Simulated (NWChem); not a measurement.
Species: AlH₃S₃; SMILES [SH][Al]([SH])[SH]

```xyz
7

Al    -0.0225     0.0255     0.0312
S     -0.7283     2.1021     0.0029
H      0.4908     2.5762    -0.3841
S      2.1407    -0.3843    -0.0241
H      1.9695    -1.6919    -0.3702
S     -1.5668    -1.5367     0.1177
H     -0.6863    -2.5001     0.5122
```
Atoms are numbered in this order, from 1.

Computed with NWChem. Pople sets run with spherical d functions. Geometry: optimised at PBE-D3(BJ)/def2-SVP. Vzz is the largest principal value of the second derivative of the potential at the nucleus (NWChem prints the opposite sign); η is the asymmetry. Non-relativistic.

```json
[
 {"level": "PBE/def2-TZVP", "Vzz Al1 (a.u.)": "…", "η Al1": "0.01", "Vzz S2 (a.u.)": "…", "η S2": "0.82", "Vzz S6 (a.u.)": "…", "η S6": "0.84"},
 {"level": "PBE/cc-pVTZ", "Vzz Al1 (a.u.)": "0.783", "η Al1": "0.01", "Vzz S2 (a.u.)": "1.558", "η S2": "0.85", "Vzz S6 (a.u.)": "1.576", "η S6": "0.87"},
 {"level": "PBE0/6-31G*", "Vzz Al1 (a.u.)": "0.575", "η Al1": "0.07", "Vzz S2 (a.u.)": "1.616", "η S2": "0.94", "Vzz S6 (a.u.)": "1.644", "η S6": "0.95"},
 {"level": "PBE0/cc-pVTZ", "Vzz Al1 (a.u.)": "0.826", "η Al1": "0.00", "Vzz S2 (a.u.)": "1.596", "η S2": "0.84", "Vzz S6 (a.u.)": "1.612", "η S6": "0.86"}
]
```

Q: Some entries are withheld; supply them.

A: 
- PBE/def2-TZVP, Vzz Al1 (a.u.): 0.734
- PBE/def2-TZVP, Vzz S2 (a.u.): 1.746
- PBE/def2-TZVP, Vzz S6 (a.u.): 1.766
